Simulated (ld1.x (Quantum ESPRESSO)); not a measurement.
# Scattering properties, TM potential for rhenium (Re)

- Element: Re (Z = 75)
- Generator: ld1.x (Quantum ESPRESSO) 7.5
- Type: norm-conserving Troullier–Martins (Kleinman–Bylander form)
- Functional: LDA (PZ)
- Relativity: scalar-relativistic
- Frozen core: [Xe] 4f14
- Valence charge: 7
- Reference configuration: 5d5.5 6s1.5 6p0
- Partial waves: 6s (bound): rc 2.20 bohr; 5d (bound): rc 1.80 bohr; 6p (bound, empty): rc 4.10 bohr
- Local potential: the p channel
- Core correction: none

The phase is arctan(r·u′/u) with u = r·R(r), unwrapped; energies in Ry, scanned from -2 to 5 Ry. A pole is an energy at which the radial function vanishes at the test radius. The pseudo phase is shifted by a multiple of π to meet the all-electron one at the reference energy, and phase errors are pseudo minus all-electron; the curves can meet again beyond the range given. Levels narrower than the energy grid can be missing from the lists of poles.

Problem. For each channel, where are the poles, and over which energies does the pseudopotential scatter like the atom?

Solution.

```tsv
channel	radius (bohr)	reference energy (Ry)	poles, all-electron	poles, pseudo	unbroken range about the reference energy with phases within 0.05 rad	phase error 1 Ry above the reference energy (rad)
s	4.43	-0.43	-0.22, 2.32	-0.23, 1.38, 3.41	below 0.4	-0.206
p	4.43	-0.10	0.43, 3.18	0.41, 2.60	below 1.0	-0.034
d	4.43	-0.36	-0.32, 1.59, 4.71	-0.32, 1.85	below 0.3	+0.306
```

Phases in the s channel:

```tsv
E (Ry)	all-electron	pseudo
-2.00	1.394	1.394
-1.52	1.357	1.357
-1.04	1.273	1.272
-0.56	0.314	0.308
-0.08	-1.666	-1.671
0.40	-1.904	-1.964
0.88	-3.080	-4.137
1.36	-4.446	-4.702
1.84	-4.633	-5.092
2.32	-4.713	-7.564
2.80	-4.773	-7.772
3.28	-4.850	-7.840
3.76	-5.045	-7.887
4.24	-6.848	-7.936
4.72	-7.639	-8.013
```
